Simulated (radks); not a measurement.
Results of a calculation; reference values are marked as such.
Species: Fe XIII. Configuration: [Ne] 3s2 3p2. Code: a radial shooting solver on a logarithmic mesh with Libxc functionals. Model: non-relativistic Kohn-Sham, PBEsol, spin-unpolarised, spherical densities, point nucleus. Some entries of the table are withheld. Estimate them.

orbital  occ.  eigenvalue (hartree)  <r> (bohr)
1s          2             -267.4450         (1)
2s          2             -42.10287         (2)
2p          6             -38.14092         (3)
3s          2             -13.74491      0.7082
3p          2             -12.51148         (4)

Answer. 
(1) 1s <r> (bohr): 0.05918
(2) 2s <r> (bohr): 0.2680
(3) 2p <r> (bohr): 0.2344
(4) 3p <r> (bohr): 0.7027
